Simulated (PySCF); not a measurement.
C2H5NO2Si, SMILES C1=N[SiH2]OCO1. Atoms are numbered in the order given.

```xyz
11

C      1.5128    -0.1907    -0.2798
N      0.7132    -1.1608    -0.4403
Si    -0.9506    -0.9889     0.0377
O     -1.0359     0.6063     0.6134
C     -0.1659     1.4814    -0.0243
O      1.2122     1.0872     0.0565
H      2.6061    -0.2842    -0.3905
H     -1.2975    -1.8786     1.1690
H     -1.8646    -1.2104    -1.1147
H     -0.2119     2.4667     0.4590
H     -0.4084     1.5838    -1.1025
```

Geometry: B3LYP-D3(BJ)/def2-SVP. This is a generated structure with no PubChem entry under its InChIKey; it may be hypothetical. Other conformers were not sampled.

Two levels are set side by side: PBE/pcSseg-1 (PySCF) and KT2/pcSseg-1 (PySCF). GIAO shifts against H2O (¹⁷O), NH3 (¹⁵N), TMS (²⁹Si), TMS (¹H), TMS (¹³C) at the same level; non-relativistic, no solvent, atoms listed together averaged. Differences are taken from unrounded values.

| quantity | KT2 |
|---|---|
| δ(¹³C) of C1 (ppm) | 157.6 |
| δ(¹⁵N) of N2 (ppm) | 248.8 |
| δ(²⁹Si) of Si3 (ppm) | -31.4 |
| δ(¹⁷O) of O4 (ppm) | 82.1 |
| δ(¹³C) of C5 (ppm) | 94.5 |
| δ(¹⁷O) of O6 (ppm) | 237.8 |
| δ(¹H) of H7 (ppm) | 7.74 |

### Question
What does PBE give, and how far is it from KT2? (Estimate from the structure and the level; the computed values follow.)

### Answer

```
quantity                PBE  PBE minus KT2
--------------------  -----  -------------
δ(¹³C) of C1 (ppm)    164.8            7.2
δ(¹⁵N) of N2 (ppm)    265.8           17.1
δ(²⁹Si) of Si3 (ppm)  -34.3           -2.9
δ(¹⁷O) of O4 (ppm)     84.9            2.8
δ(¹³C) of C5 (ppm)     96.7            2.2
δ(¹⁷O) of O6 (ppm)    249.1           11.3
δ(¹H) of H7 (ppm)      7.82           0.08
```

Rough cost on one machine, each run with all the roots and properties that it gave: KT2 against PBE within a factor of 2.
